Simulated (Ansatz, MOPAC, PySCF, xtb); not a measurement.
Stepwise substitution at one centre (B I-H). Gas-phase values, no solvent. Strings in code marks are SMILES.

Quantity: redistribution energy (mixed species minus the weighted end members), in kJ/mol. Semi-empirical values (MOPAC) are differences of heats of formation.

Level 1: TPSSh-D3(BJ)/def2-TZVP // CAM-B3LYP-D3(BJ)/def2-TZVP (PySCF)
Level 2: frozen-core MP2/def2-TZVPP // CAM-B3LYP-D3(BJ)/def2-TZVP (Ansatz, a program for electronic structure)
Level 3: GFN2-xTB (xtb)
Level 4: PM6 // CAM-B3LYP-D3(BJ)/def2-TZVP (MOPAC)

| species | level 1 | level 2 | level 3 | level 4 |
|---|---|---|---|---|
| 1 of 3 I replaced by H: `B(I)I` | -12.54 | -6.85 | -33.35 | -13.37 |
| 2 of 3 I replaced by H: `BI` | -12.91 | -7.02 | -33.10 | -13.41 |
